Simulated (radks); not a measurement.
Polarisability of the erbium ion Er2+, [Xe] 4f12, at imaginary frequency. All-electron calculation, scalar-relativistic Kohn-Sham, LDA (Slater exchange, Perdew-Wang correlation), spin-polarised, spherical densities, finite nucleus; open shells are filled with parallel spins first (spin-orbit coupling, left out, can overturn this in heavy ions); Fermi nuclear charge, rms radius 5.2516 fm. Program: a radial shooting solver on a logarithmic mesh with Libxc functionals. Response by self-consistent Sternheimer equations with the Hartree and adiabatic LDA kernel, the relativistic mass of each level held fixed and spin-orbit coupling left out.

| w (hartree) | alpha1(iw) (bohr^3) |
|---|---|
| 0.00266 | 8.373 |
| 0.0143 | 8.355 |
| 0.0360 | 8.255 |
| 0.0697 | 7.977 |
| 0.118 | 7.464 |
| 0.186 | 6.793 |
| 0.280 | 6.102 |
| 0.413 | 5.444 |
| 0.605 | 4.743 |
| 0.892 | 3.888 |
| 1.35 | 2.863 |
| 2.12 | 1.812 |
| 3.59 | 0.9478 |
| 6.94 | 0.3816 |
| 17.5 | 0.09266 |

Static values: alpha1 = 8.374 bohr^3 (1.241 angstrom^3; uncoupled 21.03). C6 = 41.26, triple-dipole C9 = 206.4 atomic units. One-pole (London) frequency 4 C6 / (3 alpha1^2) = 0.784 hartree, against 0.624 for minus the highest occupied eigenvalue.
